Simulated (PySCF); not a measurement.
Compound: C₃H₇NSSi (charge +1 and doublet state).
Structure used (GFN2-xTB), in Å, numbered top down from 1:
```xyz
13
C3H7NSSi angstrom
C     -2.8146   -0.7684   -0.5341
C     -1.8307   -0.4212    0.2979
C     -0.5513    0.0384   -0.1846
N      0.4076    0.3402    0.5622
Si     1.9750    0.9296    0.9051
S      3.2169    0.1044   -0.7324
H     -3.7617   -1.1211   -0.1592
H     -2.7128   -0.7176   -1.6072
H     -1.9442   -0.4736    1.3718
H     -0.4603    0.0987   -1.2754
H      2.3934    0.2520    2.1160
H      2.0117    2.3653    0.7231
H      4.0667   -0.6262   -0.0152
```

The hyperfine couplings belong to this conformer and change with its torsions.

The species is `C=C/C=N/[SiH2][SH+]` [radical] (charge +1).

Theory: UKS B3LYP, pcH-1 on C H N S Si, non-relativistic, mean-field spin-orbit, GIAO (PySCF). Isolated species at its GFN2-xTB geometry (one conformer only). The geometry wasn't refined by DFT: couplings that depend on bond lengths, twists or pyramidal angles can differ widely from those at the functional's own minimum, by a factor of two or more for some ions and for spin on atoms past the first row. No stability test was run, so a lower SCF solution isn't excluded.

Q: What is the g tensor, term by term?

A: 
```
                    Δg (ppt)      1      2      3
relativistic mass correction  -0.23  -0.23  -0.23
            gauge correction   0.00   0.04   0.04
   orbital Zeeman/spin–orbit   0.58   5.55  20.51
                       total   0.36   5.36  20.32
```

So g = 2.00268, 2.00768, 2.02264 and g_iso = 2.01100; the tensor is rhombic: the two nearest values differ by 25 % of g3 − g1. Axes: g3 points within 7° of the S6–H13 bond.

Q: What effective moment and Curie constant follow for a powder?

A: With the mean of g² = 4.0442 and S(S+1) = 0.75: μ_eff = √(⟨g²⟩S(S+1)) = 1.742 μB and χT = 0.12505·⟨g²⟩·S(S+1) = 0.379 cm³ K/mol (cgs; spin-Hamiltonian part alone).

Q: What are the electron Larmor frequencies g μB B/h along the three axes at 340 mT?

A: 9.5302, 9.5540, 9.6252 GHz for g1, g2 and g3, a range of 95.0 MHz.

Q: At 9.565 GHz, how far is the centre of the isotropic spectrum from where a free electron (g = 2.002319) resonates?

A: B = hν/(g μB) with μB/h = 13.99624 MHz/mT gives 341.30 mT for the free electron and 339.83 mT at g_iso, 1.47 mT lower.

Q: In a frozen sample, at which fields do the three g values resonate at 9.5, 34, 94 and 263 GHz (hyperfine left aside), and which band first spreads them over more than twice a line width of 0.3 mT?

A: 
```json
{"band": "X", "GHz": "9.5", "B(g3) mT": "335.58", "B(g2) mT": "338.08", "B(g1) mT": "338.92", "spread mT": "3.35"}
{"band": "Q", "GHz": "34.0", "B(g3) mT": "1201.02", "B(g2) mT": "1209.97", "B(g1) mT": "1212.99", "spread mT": "11.97"}
{"band": "W", "GHz": "94.0", "B(g3) mT": "3320.46", "B(g2) mT": "3345.20", "B(g1) mT": "3353.56", "spread mT": "33.10"}
{"band": "J", "GHz": "263.0", "B(g3) mT": "9290.22", "B(g2) mT": "9359.44", "B(g1) mT": "9382.82", "spread mT": "92.61"}
```

The spread grows in proportion to the frequency. X band is the first where it exceeds 0.6 mT.

Largest spin populations (Mulliken): N4 (+0.63), S6 (+0.35), C3 (-0.08) and H10 (+0.07). The positive populations add up to 1.17 and the negative ones to -0.17, together 2S = 1.

The HOMO–LUMO gaps are 5.11 eV among the α and 1.84 eV among the β orbitals.

Hardware: AMD EPYC 9R45, one thread, on a shared host. Cost: 32 s of wall time (grids of density and orbitals included), 0.89 GiB resident at most.

The SMILES draws the unpaired electron on S6; the largest computed Mulliken spin population is on N4 (0.63 against 0.35).
